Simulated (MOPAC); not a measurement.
MOPAC input (PM7):

```
PM7 1SCF CHARGE=1 GEO-OK AUX(PRECISION=9) THREADS=1
CF2I

F    -1.90484661 1   -1.05629693 1    0.00370976 1
C    -1.21809705 1    0.00093282 1   -0.01148083 1
F    -1.90281836 1    1.05921285 1   -0.03959781 1
I     0.78448240 1   -0.00060076 1    0.00739391 1
```

Q: What heat of formation does the run end on, and which ionisation energy by Koopmans theorem?

A: 150.99 kcal/mol; 14.99 eV.
